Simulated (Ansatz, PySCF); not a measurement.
CH₆O₃Si₂, SMILES C([SiH2]O)([SiH2]O)=O. Atoms are numbered in the order given.

```xyz
12

O      0.0007    -1.3656     0.0000
C     -0.0001    -0.1335     0.0000
Si    -0.0009     0.6531    -1.7655
O      0.0008    -0.6821    -2.7494
Si    -0.0009     0.6531     1.7655
O      0.0008    -0.6821     2.7494
H      1.2115     1.5002    -1.9342
H     -1.2154     1.4973    -1.9338
H      0.0012    -1.4872    -2.2067
H     -1.2154     1.4973     1.9338
H      1.2115     1.5003     1.9342
H      0.0012    -1.4872     2.2067
```
Charge 0, spin multiplicity 1.

Geometry optimised at ωB97X-D3(BJ)/def2-SVP. This is a generated structure with no PubChem entry under its InChIKey; it may be hypothetical. Other conformers were not sampled.

Two levels are set side by side: PBE-D3(BJ)/def2-SVP (Ansatz, a quantum-chemistry and plane-wave program) and ωB97X-D3(BJ)/def2-SVP (PySCF). Each level has its own optimised geometry; the coordinates shown are those of the second. Frequencies come from the Hessian of PySCF at each geometry. Differences are taken from unrounded values.

```csv
quantity,ωB97X-D3(BJ)
mean bond length (Å),1.483
bond O1–C2 (Å),1.232
bond C2–Si3 (Å),1.933
bond C2–Si5 (Å),1.933
bond Si3–O4 (Å),1.659
bond Si5–O6 (Å),1.659
bond Si3–H7 (Å),1.489
bond Si3–H8 (Å),1.489
bond O4–H9 (Å),0.971
bond Si5–H10 (Å),1.489
bond Si5–H11 (Å),1.489
bond O6–H12 (Å),0.971
highest harmonic wavenumber (cm⁻¹),3806
mean harmonic wavenumber (cm⁻¹),1074
zero-point energy (kcal/mol),46.08
```

Task: What does PBE-D3(BJ) give, and how far is it from ωB97X-D3(BJ)? (The exact figures need the calculation; the answer reports its results.)

Result: 
```tsv
quantity	PBE-D3(BJ)	PBE-D3(BJ) minus ωB97X-D3(BJ)
mean bond length (Å)	1.498	0.015
bond O1–C2 (Å)	1.244	0.012
bond C2–Si3 (Å)	1.950	0.017
bond C2–Si5 (Å)	1.950	0.017
bond Si3–O4 (Å)	1.673	0.014
bond Si5–O6 (Å)	1.673	0.014
bond Si3–H7 (Å)	1.504	0.015
bond Si3–H8 (Å)	1.504	0.015
bond O4–H9 (Å)	0.985	0.014
bond Si5–H10 (Å)	1.504	0.015
bond Si5–H11 (Å)	1.504	0.015
bond O6–H12 (Å)	0.985	0.014
highest harmonic wavenumber (cm⁻¹)	3567	-240
mean harmonic wavenumber (cm⁻¹)	1021	-53
zero-point energy (kcal/mol)	43.81	-2.27
```

GGA bonds tend to be longer and softer than those of functionals with exact exchange. Differences between two approximate levels are no errors against the true value.
